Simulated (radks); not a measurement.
Task: Eu V, configuration [Xe] 4f5 (the NIST ground configuration). All-electron calculation, scalar-relativistic Kohn-Sham, PBE, spin-polarised, spherical densities, finite nucleus; open shells are filled with parallel spins first (spin-orbit coupling, left out, can overturn this in heavy ions); Fermi nuclear charge, rms radius 5.1115 fm. Program: a radial shooting solver on a logarithmic mesh with Libxc functionals. Some entries of the table are withheld. Estimate them.

orbital,occ.,eigenvalue (hartree),<r^2> (bohr^2)
1s down,1,-1779.189,0.0006793
1s up,1,-1779.189,0.0006793
2s up,1,-293.7995,0.01068
2s down,1,-293.7982,0.01068
2p up,3,-261.9893,0.008593
2p down,3,-261.9885,0.008592
3s up,1,-66.25555,0.07122
3s down,1,-66.18347,0.07112
3p up,3,-56.35404,0.07136
3p down,3,-56.28235,0.07124
3d up,5,-43.10070,0.06011
3d down,5,-43.04565,0.05997
4s up,1,-14.78327,0.3592
4s down,1,-14.61245,0.3593
4p up,3,-11.51264,0.4045
4p down,3,-11.34310,0.4047
4d up,5,(1),0.4849
4d down,5,(2),0.4866
5s up,1,-3.30960,1.923
5s down,1,-3.22677,1.969
5p up,3,-2.45357,(3)
5p down,3,-2.39198,(4)
4f up,5,-2.00036,0.8319
4f down,0,-1.84761,0.8826

Result: 
(1) 4d up eigenvalue (hartree): -6.95086
(2) 4d down eigenvalue (hartree): -6.78343
(3) 5p up <r^2> (bohr^2): 2.487
(4) 5p down <r^2> (bohr^2): 2.558
